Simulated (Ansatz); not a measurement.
Q: Name a neutral molecule of C, Cl, O, Sn and H with LUMO energy (ωB97M-V/def2-TZVPP) between 0.20 and 0.50 eV and size of the dipole moment (B3LYP/def2-TZVPP) between 2.00 and 2.30 D (Ansatz, PBE0-D4/def2-TZVP geometry).

A: `[CH3][Sn]([OH])([Cl])[Cl]` (0.43 eV, 2.14 D). Other molecules can fit too; these were computed, each in one conformer that needn't be the lowest.

B3LYP here is the variant with VWN-RPA as its local correlation; programs differ in this.
